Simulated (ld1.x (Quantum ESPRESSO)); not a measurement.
## u(r) = r·R(r): atom against pseudo-atom (scandium (Sc))

Columns: radius, all-electron u(r) and pseudo u(r) of the 3s shell (level -58.23 eV) of scandium in the configuration [Ne] 3s2 3p6 3d1 4s1.5 4p0; Wu–Cohen, scalar-relativistic, TM scheme, ld1.x (Quantum ESPRESSO) 7.5.

```json
{"r (bohr)": "0.090", "all-electron": "0.0442", "pseudo": "0.1206"}
{"r (bohr)": "0.180", "all-electron": "-0.4769", "pseudo": "0.2408"}
{"r (bohr)": "0.270", "all-electron": "-0.5287", "pseudo": "0.3601"}
{"r (bohr)": "0.360", "all-electron": "-0.2627", "pseudo": "0.4779"}
{"r (bohr)": "0.450", "all-electron": "0.1085", "pseudo": "0.5931"}
{"r (bohr)": "0.540", "all-electron": "0.4590", "pseudo": "0.7033"}
{"r (bohr)": "0.630", "all-electron": "0.7349", "pseudo": "0.8050"}
{"r (bohr)": "0.720", "all-electron": "0.9234", "pseudo": "0.8931"}
{"r (bohr)": "0.810", "all-electron": "1.0310", "pseudo": "0.9609"}
{"r (bohr)": "0.900", "all-electron": "1.0724", "pseudo": "1.0023"}
{"r (bohr)": "0.990", "all-electron": "1.0641", "pseudo": "1.0129"}
{"r (bohr)": "1.080", "all-electron": "1.0213", "pseudo": "0.9921"}
{"r (bohr)": "1.170", "all-electron": "0.9566", "pseudo": "0.9439"}
{"r (bohr)": "1.260", "all-electron": "0.8796", "pseudo": "0.8757"}
{"r (bohr)": "1.350", "all-electron": "0.7971", "pseudo": "0.7964"}
{"r (bohr)": "1.440", "all-electron": "0.7142", "pseudo": "0.7141"}
{"r (bohr)": "1.530", "all-electron": "0.6339", "pseudo": "0.6339"}
{"r (bohr)": "1.620", "all-electron": "0.5584", "pseudo": "0.5584"}
{"r (bohr)": "1.710", "all-electron": "0.4887", "pseudo": "0.4887"}
{"r (bohr)": "1.800", "all-electron": "0.4255", "pseudo": "0.4255"}
{"r (bohr)": "1.890", "all-electron": "0.3687", "pseudo": "0.3687"}
{"r (bohr)": "1.980", "all-electron": "0.3183", "pseudo": "0.3183"}
{"r (bohr)": "2.070", "all-electron": "0.2738", "pseudo": "0.2738"}
{"r (bohr)": "2.160", "all-electron": "0.2350", "pseudo": "0.2350"}
{"r (bohr)": "2.250", "all-electron": "0.2012", "pseudo": "0.2012"}
{"r (bohr)": "2.340", "all-electron": "0.1719", "pseudo": "0.1719"}
```

Problem. How many radial nodes do the two functions have?

Solution. The all-electron 3s function has n − l − 1 = 2; the pseudo-wave has 0, since the states of the same l below it are removed with the core.

Problem. At about which radius was the pseudo-wave matched?

Solution. 1.55 bohr. The columns agree to 0.0005 from 1.44 bohr on; several derivatives are matched, so the curves merge somewhat inside the radius.

Problem. Is the pseudo-wave norm-conserving?

Solution. Yes: the TM scheme keeps the norm inside the radius equal to the all-electron one, which fixes the energy derivative of the logarithmic derivative at the level.
